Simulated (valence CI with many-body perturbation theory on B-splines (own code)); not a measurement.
The numbers below are computed, except where a source is named.
Rh XV: magnetic and hyperfine properties of the levels

Level of theory: configuration interaction combined with many-body perturbation theory (CI+MBPT): three valence electrons over a frozen Dirac-Fock core [Ar] 3d10, radial functions for each j: 11 s, 11 p, 9 d, 7 f, 5 g, 2 h, 1 i, with the one-electron correlation potential Σ1 (screened to all orders), the two-electron term Σ2, the three-electron term Σ3, Breit, model QED; selected single and double excitations, second order for the rest (own B-spline code, finite nucleus).

No measured levels were compared; by estimate levels hold to about 250 cm⁻¹ or 0.2 % of their energy and the worst to 1 %, as in measured heavy ions of charge 2 to 7; those with d or f electrons hold less well.

A/g_I is the dipole constant over the nuclear g factor μ/I (μ in nuclear magnetons, uniformly magnetised nucleus), B/Q the quadrupole constant per barn. Both hold the static response of the core; the bare values leave it out. Large factors of s and p1/2 electrons are usually good to 5 to 10 %; those of open d and f shells near neutrality can be off by tens of per cent, and small factors of p3/2, d and f electrons come from cancelling terms and can be off by a factor of two or in sign, in half-filled shells by more. B is blank for J = 1/2, where it vanishes, and for nearly pure S terms. Energies count from the lowest level.

Names give the largest LS component (configuration and term), which can be under half, so a name can repeat, a term be missing and a line seem to break the LS rules; names also repeat where a configuration has a term twice. Letters in brackets count levels of one name in rising energy.

| Level | E (cm⁻¹) | g | A/g_I (MHz) | A/g_I bare | B/Q (MHz/b) | B/Q bare |
| --- | --- | --- | --- | --- | --- | --- |
| 4s²4p ²P°_1/2 | 0 | 0.665 | 35800 | 33800 |  |  |
| 4s²4p ²P°_3/2 | 45580 | 1.333 | 6280 | 5820 | 11500 | 10700 |
| 4s4p² ⁴P_1/2 | 245450 | 2.604 | 84700 | 79600 |  |  |
| 4s4p² ⁴P_3/2 | 269520 | 1.720 | 31800 | 29900 | 9470 | 8800 |
| 4s4p² ⁴P_5/2 | 287550 | 1.535 | 33800 | 31700 | -7160 | -6660 |
| 4s4p² ²D_3/2 | 330700 | 0.838 | -6070 | -5710 | 14500 | 13500 |
| 4s4p² ²D_5/2 | 344870 | 1.265 | 31300 | 29500 | 17600 | 16400 |
| 4s4p² ²P_1/2 | 366110 | 1.243 | 28100 | 26500 |  |  |
| 4s4p² ²S_1/2 | 411270 | 1.488 | 98400 | 92700 |  |  |
| 4s4p² ²P_3/2 | 418770 | 1.307 | -10700 | -10100 | -10600 | -9890 |
| 4s²4d ²D_3/2 | 528320 | 0.800 | 1520 | 1500 | 2480 | 2260 |
| 4s²4d ²D_5/2 | 535700 | 1.200 | 2700 | 2600 | 3350 | 3060 |
| 4p³ ⁴S°_3/2 [a] | 609790 | 1.406 | 4370 | 4180 | 8440 | 7850 |
| 4p³ ⁴S°_3/2 [b] | 636520 | 1.404 | -691 | -566 | 412 | 382 |
| 4p³ ²D°_5/2 | 640140 | 1.199 | 12300 | 11600 | -1850 | -1730 |
| 4p³ ²P°_1/2 | 681760 | 0.665 | 33800 | 31700 |  |  |
| 4p³ ²P°_3/2 | 707160 | 1.312 | 5050 | 4810 | -9040 | -8430 |
| 4s4p4d ⁴F°_3/2 | 723110 | 0.434 | -12800 | -12100 | 4650 | 4270 |
| 4s4p4d ⁴F°_5/2 | 732180 | 1.041 | 13500 | 12800 | 3000 | 2730 |
| 4s4p4d ⁴F°_7/2 | 747000 | 1.247 | 18200 | 17100 | 4150 | 3780 |
| 4s4p4d ⁴P°_5/2 | 765200 | 1.473 | 20600 | 19400 | 3170 | 2880 |
| 4s4p4d ⁴D°_3/2 | 770560 | 1.381 | 12200 | 11600 | 2390 | 2210 |
| 4s4p4d ⁴F°_9/2 | 771280 | 1.333 | 16800 | 15900 | 14100 | 13000 |
| 4s4p4d ⁴D°_1/2 | 773540 | 0.350 | -38800 | -36400 |  |  |
| 4s4p4d ²D°_5/2 [a] | 796920 | 1.161 | 16500 | 15600 | -602 | -579 |
| 4s4p4d ²D°_3/2 [a] | 797950 | 0.936 | -8750 | -8230 | -2150 | -2020 |
| 4s4p4d ⁴P°_1/2 | 799740 | 2.332 | 64900 | 61100 |  |  |
| 4s4p4d ⁴D°_7/2 | 801760 | 1.408 | 20100 | 19000 | -4780 | -4460 |
| 4s4p4d ⁴P°_3/2 | 802800 | 1.412 | 19400 | 18300 | -5090 | -4700 |
| 4s4p4d ⁴D°_5/2 | 804290 | 1.317 | 18800 | 17700 | -3220 | -2980 |
| 4s4p4d ²F°_5/2 [a] | 819010 | 1.065 | 18400 | 17400 | 3940 | 3620 |
| 4s4p4d ²F°_7/2 [a] | 848010 | 1.143 | -867 | -783 | 13900 | 12800 |
| 4s4p4d ²P°_3/2 [a] | 858380 | 1.198 | 4490 | 4240 | 813 | 734 |
| 4s4p4d ²F°_7/2 [b] | 869830 | 1.153 | 16200 | 15300 | 11700 | 10800 |
| 4s4p4d ²F°_5/2 [b] | 872530 | 0.871 | -8030 | -7530 | 10300 | 9480 |
| 4s4p4d ²P°_1/2 [a] | 883260 | 0.658 | -41800 | -39300 |  |  |
| 4s4p4d ²P°_1/2 [b] | 894600 | 0.657 | 12800 | 12200 |  |  |
| 4s4p4d ²D°_3/2 [b] | 902780 | 1.057 | 25200 | 23800 | -1490 | -1420 |
| 4s4p4d ²P°_3/2 [b] | 903680 | 1.189 | 6.49 | 127 | -4240 | -3960 |
| 4s4p4d ²D°_5/2 [b] | 907570 | 1.183 | -6460 | -6020 | -8330 | -7800 |

(1) Take the isotope of mass number 103, with I = 1/2, μ = -0.08829 μN. What is the hyperfine structure of 4s4p² ⁴P_3/2?

## Answers

(1) From the table A = -5620 MHz. Shifts from the centre of gravity in MHz: F = 1: 7020, F = 2: -4220.
